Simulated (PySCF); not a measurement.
Geometries of 3 isomers of C2H8SeSi, from PBE0-D3(BJ)/def2-SVP geometry optimisation, gas phase (PySCF 2.14.0). One conformer each, no zero-point energy, no frequencies.

Task: Which is lowest in electronic energy at this level?
A.
```xyz
12
angstrom
C      0.799    1.429   -0.077
Si     0.143   -0.189    0.611
C     -1.503   -0.632   -0.174
Se     1.680   -1.876    0.341
H      0.068    2.241    0.068
H      0.999    1.339   -1.156
H      1.738    1.710    0.422
H      0.008   -0.112    2.098
H     -2.248    0.155    0.031
H     -1.886   -1.585    0.222
H     -1.402   -0.728   -1.266
H      1.642   -1.780   -1.129
```
B.
```xyz
12
angstrom
C     -1.851   -0.551   -0.291
C     -1.225    0.757    0.140
Se     0.314    1.323   -0.953
Si     1.811   -0.223   -0.219
H     -2.740   -0.770    0.324
H     -1.153   -1.395   -0.177
H     -2.163   -0.517   -1.345
H     -0.898    0.735    1.191
H     -1.933    1.594    0.039
H      1.878   -0.215    1.275
H      1.489   -1.614   -0.661
H      3.127    0.179   -0.796
```
C.
```xyz
12
angstrom
C     -1.554    0.198    0.281
C     -0.148    0.650   -0.105
Si     1.197   -0.520    0.500
Se     3.293    0.150   -0.130
H     -1.790   -0.796   -0.131
H     -2.320    0.896   -0.092
H     -1.676    0.135    1.375
H     -0.053    0.738   -1.201
H      0.074    1.651    0.301
H      0.923   -1.906    0.007
H      1.260   -0.542    1.993
H      3.007   -0.031   -1.563
```

Result: A. That is `C[SiH](C)[SeH]`, 11.9 kcal/mol below the next.

| SMILES | atoms numbered as above | E (Eh) | relative (kcal/mol) | relative (kJ/mol) | dipole (D) |
| --- | --- | --- | --- | --- | --- |
| C[SiH](C)[SeH] | [CH3:1][SiH:2]([CH3:3])[SeH:4] | -2771.18065 | 0.0 | 0.0 | 2.05 |
| CC[SiH2][SeH] | [CH3:1][CH2:2][SiH2:3][SeH:4] | -2771.16163 | 11.9 | 49.9 | 1.77 |
| CC[Se][SiH3] | [CH3:1][CH2:2][Se:3][SiH3:4] | -2771.14600 | 21.7 | 91.0 | 1.52 |

As drawn, the lowest has an Si–C bond, which the highest lacks.
